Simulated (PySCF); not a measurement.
## Computed structure and properties of Lu(OH)3(NH3)

System: Lu(OH)3(NH3) (singlet in the valence; each metal's 4f electrons, 14 of them, lie in its core potential, out of spins and levels); start: template (C1). Method: PySCF 2.14.0, RKS PBE, Lu lcecp-1-SVP with ECP60, O def2-SVP, H def2-SVP, N def2-SVP; non-relativistic Hamiltonian with scalar-relativistic core potentials where named; density fitting; no spin-orbit coupling.

Input of the relaxation:

```python
mol = gto.M(atom='''
Lu     0.01483    -0.01380     0.01175
O      1.22653     1.19790     1.22345
H      1.74623     1.47010     1.99055
O     -1.19687    -1.22550     1.22345
H     -1.71657    -1.49770     1.99055
O      1.22653    -1.22550    -1.19995
H      1.74623    -1.99260    -1.47215
N     -1.39677     1.39780    -1.39985
H     -2.00997     2.01100    -0.86285
H     -0.85977     2.01100    -2.01305
H     -2.00997     0.86080    -2.01305''',
    basis={'Lu': 'lcecp-1-SVP', 'O': 'def2-SVP', 'H': 'def2-SVP', 'N': 'def2-SVP'},
    ecp={'Lu': 'lcecp-1-SVP'},
    charge=0, spin=0)
mf = dft.RKS(mol, xc='PBE')
mf.grids.atom_grid = (50, 194)  # f atoms: unpruned, at least (60, 302)
mf = mf.density_fit()  # fitting sets: Lu AutoAux, O def2-universal-JKFIT, H def2-universal-JKFIT, N def2-universal-JKFIT
mf.conv_tol = 1e-08; mf.max_cycle = 55
mf.kernel(dm0)  # dm0: converged density of the start geometry
# quasi-Newton relaxation in Cartesian coordinates to a largest gradient under 0.00045 Eh/bohr, steps kept in the point group
```

Run from Python with OMP_NUM_THREADS=2; the lines above give its settings. Where DIIS fails, smearing, a level shift and second-order steps follow.
It took 2.3 min on 2 threads of Arm Neoverse V1, with other jobs on the host, from the converged density of the start.

Course of the relaxation:

| step | energy above end (eV) | largest force component within the symmetry (eV/Å) |
| --- | --- | --- |
| 0 | 0.4395 | 1.621 |
| 1 | 0.2059 | 0.886 |
| 2 | 0.1168 | 0.220 |
| 3 | 0.0963 | 0.366 |
| 4 | 0.0604 | 0.451 |
| 5 | 0.0465 | 0.250 |
| 6 | 0.0382 | 0.773 |
| 7 | 0.0264 | 0.277 |
| 16 | 0.0004 | 0.019 |
| 17 | 0.0003 | 0.027 |
| 18 | 0.0002 | 0.034 |
| 19 | 0.0002 | 0.032 |
| 20 | 0.0001 | 0.027 |
| 21 | 0.0000 | 0.018 |
(The steps between are left out.)

Relaxed geometry (Cs, nearly C3v):

```xyz
11

Lu    0.1358   -0.1887    0.2330
O     1.1430    1.2899    1.1787
H     1.6734    1.9087    1.6939
O    -1.3866   -1.0836    1.2199
H    -2.0184   -1.5701    1.7625
O     1.0839   -1.2170   -1.2308
H     1.6065   -1.7619   -1.8308
N    -1.2088    1.2344   -1.2147
H    -1.8050    1.8796   -0.6776
H    -0.6204    1.8135   -1.8301
H    -1.8330    0.6886   -1.8252
```

```tsv
contact	Å
Lu1–O2 (OH)	2.024
Lu1–O4 (OH)	2.023
Lu1–O6 (OH)	2.025
Lu1–N8 (NH3)	2.435
```

On the finer grid (75, 302):

```
HOMO                                                          : -5.29 eV
LUMO                                                          : -0.86 eV
Dipole about the centre of mass                               : 4.15 D
Set of Mulliken populations of Lu1 outside the core potential : s 2.27, p 6.56, d 1.52, f 0.08
D3(BJ) dispersion energy (not in the energies)                : -0.173 eV
```

```
atom  Mulliken (e)  Löwdin (e)  spin (e)
 Lu1          0.58        0.15      0.00
  O2         -0.43       -0.24      0.00
  H3          0.16        0.08      0.00
  O4         -0.43       -0.24      0.00
  H5          0.16        0.08      0.00
  O6         -0.44       -0.24      0.00
  H7          0.16        0.08      0.00
  N8         -0.23        0.01      0.00
  H9          0.16        0.11      0.00
 H10          0.16        0.11      0.00
 H11          0.16        0.11      0.00
```

The 4f levels lie in the core potential and are missing.

On the grid (50, 194), as all that follows. Harmonic modes: a minimum; lowest 78 cm⁻¹ (negative: unstable), highest 3886 cm⁻¹, zero-point energy 1.993 eV.

Taking off one OH (charge -1, singlet; the rest: singlet) in vacuum, both parts rigid, costs 10.87 eV; the small basis without counterpoise inflates it. Most of it is the attraction of opposite charges; other ways to part are cheaper, and one spin state was tried for the rest.

Rigid scan of OH along the line from its metal:

(distance to O2 (Å), energy (eV)): (1.72, 1.407), (1.82, 0.530), (1.92, 0.112), (2.02, 0.000), (2.12, 0.084), (2.22, 0.293), (2.42, 0.901), (2.72, 1.941), (3.12, 3.197), (3.62, 4.381)

Taking off one NH3 (charge 0, singlet; the rest: singlet) in vacuum, both parts rigid, costs 1.49 eV; the small basis without counterpoise inflates it.

Rigid scan of NH3 along the line from its metal:

(distance to N8 (Å), energy (eV)): (2.13, 0.379), (2.23, 0.144), (2.33, 0.031), (2.43, 0.000), (2.53, 0.022), (2.63, 0.078), (2.83, 0.238), (3.13, 0.502), (3.53, 0.798), (4.03, 1.052)

One start shape was tried, so this needn't be the lowest isomer.

An lcecp potential fixes the number of 4f electrons, so in runs with it no electron can move into or out of that shell.
